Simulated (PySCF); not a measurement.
CH11OPSi3.
Atom-mapped SMILES: `[CH3:1][SiH2:2][SiH2:3][O:4][SiH2:5][PH2:6]` (hydrogens: H7, H8, H9 on C1; H10, H11 on Si2; H12, H13 on Si3; H14, H15 on Si5; H16, H17 on P6)

Structure optimised with GFN2-xTB, isolated species.

**Question.** Give the optimised bond lengths and angles.

**Answer.** 
```tsv
bond	length (bohr)	order
C1–Si2	3.599	single
Si2–Si3	4.362	single
Si3–O4	3.089	single
O4–Si5	3.050	single
Si5–P6	4.233	single
C1–H7, C1–H8, C1–H9	2.053	single
Si2–H10, Si2–H11	2.786	single
Si3–H12, Si3–H13	2.777	single
Si5–H14, Si5–H15	2.765	single
P6–H16, P6–H17	2.616	single
```

Bonds in one row agree within 0.02 bohr and their mean is given. Orders are formal, as drawn. A selection of angles:
```tsv
angle	degrees
Si2–C1–H7	111.5
H7–C1–H8	107.5
C1–Si2–Si3	110.7
C1–Si2–H10	106.9
Si3–Si2–H10	115.1
Si3–Si2–H11	111.8
H10–Si2–H11	105.2
Si2–Si3–O4	104.3
Si2–Si3–H12	116.5
O4–Si3–H12	106.3
H12–Si3–H13	106.5
Si3–O4–Si5	154.5
O4–Si5–P6	109.1
O4–Si5–H14	104.0
O4–Si5–H15	107.2
P6–Si5–H14	114.9
P6–Si5–H15	108.7
H14–Si5–H15	112.6
Si5–P6–H16	94.9
H16–P6–H17	92.5
```

Dihedral angles: C1–Si2–Si3–O4 -124° (anticlinal); Si2–Si3–O4–Si5 155° (antiperiplanar); Si3–O4–Si5–P6 -7° (synperiplanar). The mirror-image conformer, all signs reversed, is as good.

Si3 (oxygen-bound silicon) is distorted tetrahedral (angles from 104.3° to 117.1°). O4 (siloxane oxygen) is bent (angle 154.5°). P6 (three-coordinate phosphorus) is pyramidal (angles 95.5°, 94.9° and 92.5°, sum 282.9°, 0.83 Å off the plane of its three neighbours). Si2 (SiH2 silicon) is distorted tetrahedral (angles from 105.2° to 115.1°). The O–Si distances run from 1.614 Å (O4–Si5, drawn single) to 1.635 Å (Si3–O4, drawn single), a spread of 0.021 Å. Si5 (oxygen-bound silicon) is distorted tetrahedral (angles from 104.0° to 114.9°).

Point group: C1 (no symmetry element, even within 0.4 Å). GFN2-xTB frequencies: not computed here. The numbers are those of one conformer (C1–Si2–Si3–O4 -124°, Si2–Si3–O4–Si5 155°, Si3–O4–Si5–P6 -7°, O4–Si5–P6–H -167° and -74°).
